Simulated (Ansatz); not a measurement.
**Molecular dynamics of Cl2GaH**

The input (input.yaml):

```yaml
crystal:
  periodic: [false, false, false]
  atoms:
    - { symbol: Ga, position_ang: [-0.297832, 0.0, 0.519298] }
    - { symbol: H, position_ang: [0.994422, 0.0, 1.50443] }
    - { symbol: Cl, position_ang: [2.174147, 0.0, 0.073208] }
    - { symbol: Cl, position_ang: [-1.493236, 0.0, -1.301735] }
basis:
  gaussian: { orbitals: def2-SVP }
hamiltonian:
  xc: blyp
  dispersion: d4
md:
  timestep: 0.5
  n_steps: 200
  ensemble: nve
  temperature: 300.0
  initial_velocities: maxwell_boltzmann
  seed: 9909
```

Run as:

```bash
$ ansatz run input.yaml --threads 1 --pin off --max-ram 2048MiB --backend cpu --events-out ev --progress --plain --runs-dir out
```

It starts at the highest image of a converged band, a first-order saddle point between two minima.

Output, in part (step lines, the closing report, with atoms numbered from 0):

```
md step     0: t =     0.00 fs  T =   300.0 K  F+E_penalty+E_count = -77427.71750865 eV  E_kin = 0.077556 eV  conserved = -77427.63995265 eV  (29 SCF iters)
[... lines left out ...]
Total energy: -77428.47540169 eV, -2845.4439881063 hartree
Atom 0 at    -0.848816    -0.013060     0.706492 Å, force     0.115677     0.000374     0.156294 eV/Å
Atom 1 at     4.535433     0.086129     0.322145 Å, force    -2.769423    -0.132217    -0.855764 eV/Å
Atom 2 at     3.158507     0.018873    -0.123876 Å, force     2.688231     0.130575     0.852236 eV/Å
Atom 3 at    -1.494609     0.004365    -1.439206 Å, force    -0.034485     0.001268    -0.152765 eV/Å
Dipole moment:     0.443612     0.010861     0.455520 e Å
```

The steps, from the saved trajectory:

| time (fs) | T (K) | potential energy less start (eV) | conserved less start (meV/atom) |
| --- | --- | --- | --- |
| 0 | 300 | 0.000 | 0.00 |
| 3 | 140 | 0.042 | 0.06 |
| 6 | 127 | 0.045 | 0.08 |
| 9 | 348 | -0.012 | 0.02 |
| 12 | 416 | -0.030 | 0.08 |
| 15 | 760 | -0.118 | 0.15 |
| 18 | 1660 | -0.353 | -0.36 |
| 21 | 839 | -0.136 | 0.74 |
| 24 | 2385 | -0.542 | -0.72 |
| 27 | 1423 | -0.289 | 0.24 |
| 30 | 2430 | -0.551 | -0.04 |
| 33 | 2767 | -0.639 | -0.35 |
| 36 | 3590 | -0.855 | -1.12 |
| 39 | 2645 | -0.606 | 0.20 |
| 42 | 3030 | -0.705 | 0.09 |
| 45 | 3696 | -0.882 | -0.91 |
| 48 | 3758 | -0.898 | -0.94 |
| 51 | 3158 | -0.738 | 0.11 |
| 54 | 3011 | -0.700 | 0.19 |
| 57 | 3950 | -0.948 | -1.15 |
| 60 | 3427 | -0.810 | -0.54 |
| 63 | 3311 | -0.778 | 0.00 |
| 66 | 2803 | -0.646 | 0.26 |
| 69 | 3980 | -0.956 | -1.19 |
| 72 | 3079 | -0.719 | -0.05 |
| 75 | 3451 | -0.815 | -0.13 |
| 78 | 2724 | -0.625 | 0.30 |
| 81 | 4070 | -0.979 | -1.13 |
| 84 | 2954 | -0.685 | 0.36 |
| 87 | 3697 | -0.879 | -0.25 |
| 90 | 2792 | -0.643 | 0.32 |
| 93 | 4188 | -1.009 | -1.03 |
| 96 | 2901 | -0.670 | 0.68 |
| 99 | 3845 | -0.918 | -0.37 |

All steps were run. The conserved energy stayed within 1.3 meV per atom of its start (net change 0.11 meV per atom), so the integration is sound. The kinetic energy rose, since the run started high on the potential surface and went downhill. It ends in pieces (ClGa + ClH), so much of that is their flight and rotation, not heat. A run of 0.1 ps of so small a system gives no equilibrium averages. The orbitals stay closed-shell, which can raise the energy where a bond breaks towards radicals; this wasn't checked here.

Between its relaxed ends the band would form H2–Cl3 and break Ga1–H2, Ga1–Cl3. These pairs go: H2–Cl3 1.85 → 1.45 Å, Ga1–H2 1.62 → 5.40 Å, Ga1–Cl3 2.51 → 4.09 Å. In the last frame they stand as after the step (other bonds may differ from the relaxed reactants and products). It ends as ClGa + ClH. Pairs count as bonded within 1.25 times the sum of covalent radii (0.12 Å more for H–H).

Last frame:

```xyz
4
Properties=species:S:1:pos:R:3
Ga -0.849 -0.013 0.707
H 4.535 0.086 0.322
Cl 3.159 0.019 -0.124
Cl -1.495 0.004 -1.439
```

The run took 4.7 min on 1 thread of Arm Neoverse V2, with other jobs on the host, peak memory 0.12 GiB.
